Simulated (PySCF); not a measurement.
**Stretching CdSi**

Set-up: basis Cd def2-SVP with ECP28, Si def2-SVP; scalar-relativistic core potentials; PySCF 2.14. Energies in eV from Cd + Si in their ground configurations at the same level. State: ³Σ⁻ (triplet), unpaired electrons π ↑↑.

```tsv
R (Å)	ROHF-MP2	PBE0	ROHF-SCS-MP2	B97-3
2.224	-0.1541	-0.3473	0.0564	-0.0814
2.327	-0.4064	-0.6077	-0.2185	-0.3700
2.431	-0.5344	-0.7434	-0.3679	-0.5327
2.508	-0.5746	-0.7883	-0.4233	-0.5969
2.586	-0.5822	-0.7990	-0.4453	-0.6258
2.664	-0.5678	-0.7854	-0.4442	-0.6289
2.767	-0.5275	-0.7425	-0.4203	-0.6059
2.896	-0.4610	-0.6663	-0.3720	-0.5511
3.051	-0.3772	-0.5630	-0.3066	-0.4695
3.258	-0.2781	-0.4299	-0.2270	-0.3613
```

**Question.** Put a parabola through the three lowest points of the ROHF-MP2 curve and estimate Re, k and ωe (reduced mass 22.46 u; 1 eV/Å² = 0.16022 mdyn/Å; ωe = 1302.8·√(k/μ) cm⁻¹).

**Answer.** Through R = 2.508, 2.586, 2.664 Å the second-order coefficient is 1.81 eV/Å², so Re ≈ 2.574 Å, k ≈ 0.579 mdyn/Å and ωe ≈ 209 cm⁻¹. A polynomial fit of higher order to the unrounded ROHF-MP2 energies gives Re = 2.569 Å, k = 0.636 mdyn/Å, ωe = 219 cm⁻¹; anharmonicity and rounding make the difference.

The higher-order fit for each curve: ROHF-MP2: Re = 2.569 Å, ωe = 219 cm⁻¹, De = 0.58 eV; PBE0: Re = 2.577 Å, ωe = 225 cm⁻¹, De = 0.80 eV; ROHF-SCS-MP2: Re = 2.619 Å, ωe = 196 cm⁻¹, De = 0.447 eV; B97-3: Re = 2.635 Å, ωe = 203 cm⁻¹, De = 0.63 eV.

Correlated steps freeze 5 core orbitals. Correlated levels converge slowly with the basis: in double zeta they bind strong bonds too weakly, by up to about 1 eV, and carry superposition errors of some tenths. Spin–orbit coupling is left out. The state was picked by a PBE0 search and need not be the measured ground state.
